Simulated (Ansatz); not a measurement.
```xyz
6

H     0.0000    0.0000   -2.1375
H     0.0000    0.0000   -1.2825
H     0.0000    0.0000   -0.4275
H     0.0000    0.0000    0.4275
H     0.0000    0.0000    1.2825
H     0.0000    0.0000    2.1375
```

Basis set: 6-31G (spherical functions). All electrons are correlated. Charge 0, multiplicity 1.

Computed with Ansatz (development build ahead of 0.2.0); each method stands on the lowest determinant of its kind that the runs found. Restricted open shells among the atoms or ions are ROHF, correlated in semicanonical orbitals with singles.

(1) Give the atomization energy at this shape (free ground-state atoms in the same class of orbitals less the molecule, no zero-point energy) of singlet H₆ by RHF-MP2, RHF.

Results:

(1)

| method | atomization energy |
| --- | --- |
| RHF-MP2 | 803.2 kJ/mol |
| RHF | 635.0 kJ/mol |

Caution: stretched shape with no unrestricted run beside it, a lower state can exist. Caution for RHF-MP2: bonds are stretched, where a single reference can fail.

This basis has no polarisation functions and is too small for such energies, which can lie far from measured ones in either direction.
